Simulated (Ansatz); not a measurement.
A structure drawn as `[OH][Ga]([SH])[SiH2]F`, with this starting geometry:

```xyz
9

O     1.1441    1.5807   -0.9784
Ga    0.5859    0.7979    0.4929
S     0.9723   -0.5725    1.5328
Si   -1.2396   -0.4388    0.2069
F    -1.0632   -1.0622   -1.4049
H     1.4917    0.7886   -1.5561
H     2.1055   -0.8613    0.7707
H    -2.2892   -1.2358    0.8551
H    -1.7075    1.0033    0.0810
```

The species carries charge 0 and has multiplicity 1.

Task: Relax it with Ansatz at PBE-D4/def2-SVP and then PBE0-D4/def2-TZVP. Is the drawn bonding still there?

Result: Yes, every drawn bond is still there and no new one forms.

Task: Give the relaxed structure. (Estimate.)

Result: The calculation gave: 
Z-matrix (Å, degrees):
```
Si
F 1 1.604
Ga 1 2.407 2 110.4
H 1 1.486 2 108.0 3 -121.3
H 1 1.486 2 108.1 3 121.3
S 3 2.214 1 121.6 2 -162.5
O 3 1.785 1 120.1 2 18.4
H 6 1.344 3 94.9 1 -177.3
H 7 0.960 3 115.2 1 -179.9
```
All modes are real.

Atoms count as bonded under 1.1 times the sum of their covalent radii (H–H under 0.85 Å, pairs among N, O and F under 1.55 Å), and a drawn bond as lost past 1.3 times.
